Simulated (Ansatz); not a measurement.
Input file for Ansatz (a program for electronic structure): R-CCSD(T)/cc-pVDZ on BrGeH3 (SMILES [GeH3][Br]), a point of a bond scan (R = 1.533 Å). The run froze 28 orbitals, filled d shells among them.

Ansatz 0.2 input:
```yaml
crystal:
  periodic: [false, false, false]
  atoms:
    - {symbol: Ge, position_ang: [-1.14560058, 0.04679150, 0.00463248]}
    - {symbol: Br, position_ang: [1.18424243, -0.04836981, -0.00478874]}
    - {symbol: H, position_ang: [-1.53993749, 1.48382174, -0.35409628]}
    - {symbol: H, position_ang: [-1.60695799, -0.33231658, 1.41625220]}
    - {symbol: H, position_ang: [-1.64237120, -0.95588990, -1.04278950]}
basis:
  gaussian:
    orbitals: cc-pVDZ
    pivot_positions_ang: [[-1.14560058, 0.04679150, 0.00463248], [1.18424243, -0.04836981, -0.00478874], [-1.53993749, 1.48382174, -0.35409628], [-1.60695799, -0.33231658, 1.41625220], [-1.64237120, -0.95588990, -1.04278950]]
magnetization: {spin_polarized: false}
correlation: {method: ccsd_t, electrons: outside_noble_gas}
scf: {lower_state_search: off}
output: {orbitals: {seedname: ./end}}
```

It printed:

```
WARN ansatz: RAYON_NUM_THREADS=1 ignored (pool sized by the plan → 1); use --threads N
Functional definition: HF
these checks for a lower state are left out or cut short: stability, starts, cluster_reference, orbital_swaps, neighbouring_geometries, increment
integrals: 0.05 GiB planned
837 factors; integrals over basis functions are off by at most 3.4e-4 eV
mean field: 0.20 GiB planned
mean field evaluation 1: about -126518.6835 eV, gradient 1.3e1 eV
mean field evaluation 2: about -126518.6849 eV, gradient 1.3e1 eV
mean field evaluation 4: about -126519.3776 eV, gradient 1.2e0 eV
mean field evaluation 8: about -126519.3848 eV, gradient 2.0e-6 eV
mean field -126519.38482108 eV, -4649.5016342554 hartree, gradient 3.9e-6 eV, S^2 0.000000; 0 other end points of the search recorded, 0 dependent functions left out
28 core orbitals not correlated
reference -126519.38482108 eV, -4649.5016342554 hartree; 7, 7 occupied and 34, 34 virtual orbitals, 837 factors
second order -5.84454109 eV of doubles, -0.00000000 eV of singles
coupled cluster: 0.10 GiB planned
cycle   1  -6.50998191 eV  change   -6.7e-1 eV  update   5.9e-2
cycle   2  -6.72865802 eV  change   -2.2e-1 eV  update   1.9e-2
cycle   3  -6.74574649 eV  change   -1.7e-2 eV  update   5.3e-3
cycle   4  -6.74396379 eV  change    1.8e-3 eV  update   1.5e-3
cycle   5  -6.74361896 eV  change    3.4e-4 eV  update   3.8e-4
cycle   6  -6.74358383 eV  change    3.5e-5 eV  update   1.0e-4
cycle   7  -6.74358581 eV  change   -2.0e-6 eV  update   2.9e-5
cycle   8  -6.74359200 eV  change   -6.2e-6 eV  update   7.8e-6
perturbative correction -0.13057328 eV, -0.0047984794 hartree
Total energy: -126526.25898635 eV, -4649.7542551697 hartree
Checks for a lower state left out: stability, starts, cluster_reference, orbital_swaps, neighbouring_geometries, increment
```

The run converged.

Cost: about 1.5 core-seconds (a rough figure).
